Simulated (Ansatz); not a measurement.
Job for Ansatz (a quantum-chemistry and plane-wave program): U-CCSD(T)/cc-pVTZ on CH5BeN (SMILES [CH3][Be][NH2]), a point of a bond scan (R = 1.512 Å).

Ansatz 0.2 input:
```yaml
crystal:
  periodic: [false, false, false]
  atoms:
    - {symbol: Be, position_ang: [-0.05338971, -0.02644051, 0.04849133]}
    - {symbol: C, position_ang: [1.12094596, 0.43700284, -1.06892021]}
    - {symbol: H, position_ang: [2.03930215, -0.15003544, -0.97439473]}
    - {symbol: H, position_ang: [1.40420627, 1.48665163, -0.93499189]}
    - {symbol: H, position_ang: [0.77510618, 0.33497700, -2.10183487]}
    - {symbol: N, position_ang: [-1.10234757, -0.43074027, 1.05075998]}
    - {symbol: H, position_ang: [-1.72431678, -1.80426055, 1.15729916]}
    - {symbol: H, position_ang: [-1.49730479, 0.17375412, 1.75367146]}
basis:
  gaussian:
    orbitals: cc-pVTZ
correlation: {method: ccsd_t, electrons: outside_noble_gas}
scf: {omitted_lower_state_checks: [cluster_reference]}
magnetization: {spin_polarized: true, initial_magnetization: 0}
```

The head of its log:

```
WARN ansatz: RAYON_NUM_THREADS=1 ignored (pool sized by the plan → 1); use --threads N
Functional definition: HF
these checks for a lower state are left out or cut short: cluster_reference
integrals: 0.69 GiB planned
900 factors; integrals over basis functions are off by at most 1.1e-3 eV
mean field: 0.40 GiB planned
mean field evaluation 1: about -2985.0671 eV, gradient 2.9e1 eV
mean field evaluation 2: about -2985.0673 eV, gradient 2.9e1 eV
mean field evaluation 4: about -2989.0851 eV, gradient 2.5e0 eV
mean field evaluation 8: about -2989.1451 eV, gradient 8.3e-4 eV
mean field evaluation 16: about -2989.1485 eV, gradient 2.0e-1 eV
mean field evaluation 32: about -2986.6348 eV, gradient 1.0e1 eV
mean field -2989.14913147 eV, -109.8492044636 hartree, gradient 5.8e-6 eV, S^2 0.062585; 3 other end points of the search recorded, 0 dependent functions left out
3 core orbitals not correlated
reference -2989.14913147 eV, -109.8492044636 hartree; 8, 8 occupied and 149, 149 virtual orbitals, 900 factors
```

### Question
Predict the final total energy.

### Answer
-110.3576 hartree (reference determinant -109.8492, T1 diagnostic 0.027).
